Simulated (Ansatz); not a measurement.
`C=C[B](C)[GaH][F]` and `C=CB(C)[SiH3]` differ in one atom or group.

Ansatz, PBE0-D4/def2-TZVP geometries, multiplicity 1. Each molecule was computed in one conformer, which needn't be the lowest.

Scalar relativity is left out up to krypton.

```json
{"property": "HOMO–LUMO gap (PBE0/def2-TZVPP) / eV", "`C=C[B](C)[GaH][F]`": "4.99"}
{"property": "LUMO energy (PBE/def2-TZVPP) / eV", "`C=C[B](C)[GaH][F]`": "-3.15"}
{"property": "size of the dipole moment (ωB97M-V/def2-TZVPP) / D", "`C=C[B](C)[GaH][F]`": "3.71"}
{"property": "HOMO–LUMO gap (PBE/def2-TZVPP) / eV", "`C=C[B](C)[GaH][F]`": "2.90"}
{"property": "HOMO energy (PBE0/def2-TZVPP) / eV", "`C=C[B](C)[GaH][F]`": "-7.22"}
{"property": "HOMO energy (PBE/def2-TZVPP) / eV", "`C=C[B](C)[GaH][F]`": "-6.05"}
```

Problem. Give the same properties after the change, and the shifts. (Best estimate.)

Solution. Computed: 
```tsv
property	`C=CB(C)[SiH3]`	shift
HOMO–LUMO gap (PBE0/def2-TZVPP) / eV	5.53	0.54
LUMO energy (PBE/def2-TZVPP) / eV	-3.00	0.15
size of the dipole moment (ωB97M-V/def2-TZVPP) / D	1.77	-1.94
HOMO–LUMO gap (PBE/def2-TZVPP) / eV	3.43	0.53
HOMO energy (PBE0/def2-TZVPP) / eV	-7.60	-0.38
HOMO energy (PBE/def2-TZVPP) / eV	-6.43	-0.38
```

With PBE0 the HOMO falls by 0.38 eV and the LUMO rises by 0.17 eV, so the gap widens by about 0.55 eV. PBE moves the HOMO by -0.38 eV and ωB97M-V by -0.41 eV. Dipoles are sizes alone; their direction can turn.
